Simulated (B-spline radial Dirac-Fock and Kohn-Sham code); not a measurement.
**Core and valence levels of Tc³²⁺**

System: Tc³²⁺, configuration 1s2 2s2 2p6 3s1; nuclear rms radius 4.4112 fm (A = 97).

Input file task.json (cfg lists n, l and occupation; rrms is the nuclear radius in fm):

```json
{"items": [{
  "Z": 43,
  "q": 32,
  "cfg": [[1, 0, 2], [2, 0, 2], [2, 1, 6], [3, 0, 1]],
  "A": 97,
  "rrms": 4.4112,
  "do": ["binding"]
}]}
```

Command: `python xray_run.py task.json out`

Model: ΔSCF Dirac-Fock with Breit, self-energy and vacuum polarisation, finite nucleus, configuration average. Program: a radial atomic solver. Correlation and solid-state effects are left out. Energies are counted from the vacuum level. Subshells whose hole state is unreliable or did not converge are left out.

All terms are in eV, carry their sign (relaxation lowers the binding energy) and add up to the binding energy; ⟨r⟩ is the mean radius of the orbital in the initial state.

```csv
subshell,−ε (Koopmans),relaxation,Gaunt,retardation,QED,binding energy,⟨r⟩ (bohr)
2p1/2,4542.6,-4.00,-6.85,0.74,0.20,4532.6,0.124
2p3/2,4418.9,-3.67,-4.91,0.85,-0.06,4411.1,0.129
3s,1901.1,-0.08,-0.97,0.11,-0.63,1899.5,0.356
```

For the deepest level, L2 (2p1/2), the Breit terms make up -0.135 % of the binding energy, QED 0.004 % and orbital relaxation -0.088 %.

Spin-orbit splittings: 2p 121.5 eV.

Going to the tabulated ground configuration of the next ion removes an electron from M1 (3s), computed at 1899.5 eV. NIST lists 1900.28 ± 0.06 eV as the ionisation energy of this species (semi-empirical), +0.79 eV from the computed value.
